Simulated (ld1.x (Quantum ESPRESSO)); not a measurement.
**palladium (Pd), TM: configuration errors across variants**

| Property | Result |
| --- | --- |
| Element | palladium (Pd) |
| Generator | ld1.x (Quantum ESPRESSO) 7.5 |
| Type | norm-conserving Troullier–Martins (Kleinman–Bylander form) |
| Functional | revPBE |
| Relativity | scalar-relativistic |
| Frozen core | [Ar] 3d10 |
| Valence charge | 18 |
| Reference configuration | 4s2 4p6 4d9 5s1 5p0 |
| Partial waves | 4s (bound): rc 0.95 bohr; 4d (bound): rc 1.15 bohr; 4p (bound): rc 1.55 bohr |
| Local potential | the p channel |
| Core correction | none |

Occupied shells without a wave of their own: 5s. They enter only through the test configuration that unscreens the potential.

All-electron excitation energies from the reference (eV): (1) 4s2 4p6 4d10 5s0 5p0 -1.543; (2) 4s2 4p6 4d9 5s0 5p0 7.479; (3) 4s2 4p6 4d8 5s0 5p0 28.209; (4) 4s2 4p6 4d9.5 5s0 5p0 1.644; (5) 4s2 4p6 4d9 5s0 5p1 3.693; (6) 4s1 4p6 4d10 5s0 5p0 89.925; (7) 4s2 4p5 4d10 5s0 5p0 55.530.

For the base: The 5s level has no wave, so the channel is fitted at the deeper level alone: the likely source of the large errors.

On the changes marked as counting shells twice: ld1.x takes every shell without a wave as core, so the model core holds the marked electrons as well and exchange and correlation see them twice. This cancels in the reference configuration, but the file is broken for other ones, and its errors say nothing about a proper core correction.

6 further variants failed, have other tests or another functional or relativity, and are left out.

The file “all radii scaled by about 1.17 (s 1.10, p 1.82, d 1.34 bohr)” misses its own reference levels by 0.3 eV. The file “wave 4s (bound): rc 0.95 bohr becomes 4s (bound): rc 1.30 bohr” misses its own reference levels by 0.3 eV.

Errors AE − PS in meV (a dash: test not solved or not reliable):

| change | (1) | (2) | (3) | (4) | (5) | (6) | (7) | bound ghosts |
| --- | --- | --- | --- | --- | --- | --- | --- | --- |
| base | -143 | -244 | -362 | -190 | -131 | -288 | -309 | none |
| all radii scaled by about 1.17 (s 1.10, p 1.82, d 1.34 bohr) | -218 | -369 | -542 | -289 | -199 | -425 | -449 | none |
| wave 4p (bound): rc 1.55 bohr becomes 4p (bound): rc 1.30 bohr | -63 | -110 | -165 | -85 | -61 | -155 | -156 | none |
| core correction a·sin(br)/r model core inside 0.54 bohr (5s counted twice) | -147 | -301 | -513 | -214 | -145 | -343 | -368 | none |
| wave 4s (bound): rc 0.95 bohr becomes 4s (bound): rc 1.30 bohr | -263 | -453 | -684 | -351 | -303 | -546 | -536 | none |
| local potential all-electron potential smoothed inside 1.20 bohr (lloc = -2) | +35 | +64 | +99 | +48 | +67 | +27 | +8.2 | none |

Give the same row for: wave 4d (bound): rc 1.15 bohr becomes 4d (bound): rc 0.80 bohr.

-146, -244, -354, -192, -131, -263, -294; bound ghosts: none.
